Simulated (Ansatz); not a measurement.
Basis-set extrapolation for CH9BSSi2 (PBE0-D4/def2-TZVP geometry, frozen core, Ansatz 0.2.0). Multiplicity 1, RHF reference.

|  | def2-TZVPP | def2-QZVPP |
| --- | --- | --- |
| HF | -1043.239341 | -1043.271144 |
| MP2 correlation | -0.730415 | -0.782294 |
| CCSD(T) correlation | -0.840411 | not run |

Energies in hartree. Use E(X) = E(∞) + A·exp(−7.88·√X) for Hartree–Fock and E(X) = E(∞) + B·X^(−2.97) for correlation, with X = 3 and 4, and add CCSD(T) minus MP2 of the smaller set to the MP2 limit.

Question: What is the CCSD(T) energy at the basis-set limit?

Answer: HF limit: -1043.271144 + (-0.031803) × 0.13774 = -1043.27552. MP2 limit: -0.782294 + (-0.051879) × 0.74074 = -0.82072. Higher-order term: -0.840411 − (-0.730415) = -0.11000. Total: -1044.20624 hartree, 3.44 eV below CCSD(T)/def2-TZVPP.
